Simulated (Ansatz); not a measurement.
Total energies of BeMeI (CH₃BeI) from Ansatz at PBE-D4/def2-TZVPD, gas phase (1 Eh = 27.2114 eV = 2625.5 kJ/mol). The reference geometry is relaxed at r2SCAN-D4/def2-TZVP.

```json
{"state": "charge 0 singlet", "geometry": "reference", "energy (Eh)": "-352.33967"}
{"state": "charge -1 doublet", "geometry": "reference", "energy (Eh)": "-352.32428"}
{"state": "free Be atom (singlet)", "geometry": "–", "energy (Eh)": "-14.62825"}
{"state": "free C atom (triplet)", "geometry": "–", "energy (Eh)": "-37.79605"}
{"state": "free H atom (doublet)", "geometry": "–", "energy (Eh)": "-0.49962"}
{"state": "free I atom (doublet)", "geometry": "–", "energy (Eh)": "-297.66560"}
```

In the def2 sets I takes a core potential; there is no spin–orbit coupling.

Q: Work out the vertical electron affinity, to the doublet.

A: E(charge 0 singlet) − E(charge -1 doublet) = -352.33967 − (-352.32428) = -0.01539 Eh = -0.42 eV; negative, so the extra electron isn't bound.

Q: What is the binding energy per atom against free atoms?

A: Atoms: 1 × (-14.62825) + 1 × (-37.79605) + 3 × (-0.49962) + 1 × (-297.66560) = -351.58876 Eh. Binding: -351.58876 − (-352.33967) = 0.75091 Eh = 20.43 eV, or 3.41 eV for each of 6 atoms (no zero-point energy, no counterpoise term).

At PBE-D4/def2-TZVPD the highest occupied level of the charge -1 doublet lies above zero (up to 1.69 eV). By energy differences it is unbound by 0.42 eV (vertical, to the charge 0 singlet, at PBE-D4/def2-TZVPD) and held by the finite basis.
